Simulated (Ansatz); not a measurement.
# One elementary step

Start structure (Si2H7Br, singlet), relaxed at PBE0-D4/def2-TZVP:

Si1  (-0.755, -1.109, -0.149)
H2  (-0.619, -0.667, -1.569)
H3  (-0.200, -2.485, -0.053)
H4  (-2.207, -1.148, 0.171)
Si5  (0.375, 0.346, 1.295)
H6  (0.391, 0.961, -2.225)
Br7  (1.174, 2.148, -2.312)
H8  (0.205, -0.139, 2.691)
H9  (-0.186, 1.717, 1.186)
H10  (1.823, 0.375, 0.965)
(Å)

The step: Si₂H₆ ([SiH3][SiH3]) + HBr → Si₂H₅Br ([SiH3][SiH2][Br]) + H₂; bonds formed: Si1–Br7, H2–H6; bonds broken: Si1–H2, H6–Br7. Computed with Ansatz 0.2.0 (basis: def2-TZVPP and def2-QZVPP); correlated methods freeze the cores. Filled d shells of the heavier atoms are correlated. The def2 sets are not built for correlating such inner shells, so the correlated values are less sure here. Extrapolation: Hartree–Fock as exp(−7.88 √X), correlation as X^−2.97. Energies below are by CCSD(T) at an estimated basis limit (MP2 extrapolated from triple and quadruple zeta, plus CCSD(T) − MP2 in triple zeta).

Task: What are the electronic barrier and the energy of the step, from the start structure to the end structure? (Judge from chemistry; the value comes from the calculation.)

Result: Computed: Barrier 34.01 kcal/mol; step energy -16.32 kcal/mol (downhill); reverse barrier, their difference, 50.32 kcal/mol. Barrier and step energy count from the start structure, the reverse barrier from the end structure.

The saddle point: One imaginary mode of 652i cm⁻¹.
```json
{"pair": "Si1–Br7", "start (Å)": "4.36", "saddle (Å)": "2.74", "end (Å)": "2.23"}
{"pair": "H2–H6", "start (Å)": "2.03", "saddle (Å)": "0.86", "end (Å)": "0.75"}
{"pair": "Si1–H2", "start (Å)": "1.49", "saddle (Å)": "1.74", "end (Å)": "4.25"}
{"pair": "H6–Br7", "start (Å)": "1.42", "saddle (Å)": "1.98", "end (Å)": "3.26"}
```

Zero-point energy (harmonic, PBE0-D4): ZPE is 35.01 kcal/mol at the start and 35.71 kcal/mol at the saddle, so the barrier goes from 34.01 to 34.71 kcal/mol.

T1 diagnostic: at most 0.012.

Labels in which every atom is bracketed show which atoms are joined, not bond orders.

For scale, one of the runs: CCSD(T)/def2-TZVPP, 230 basis functions, launched by `ansatz run in.yaml --threads 4 --pin off --events-out ev --progress --plain --max-ram 9574MiB`. The run took 81 s on 4 CPU threads of an Arm Neoverse V2 (shared host), with 3.6 GiB of host memory at its peak.
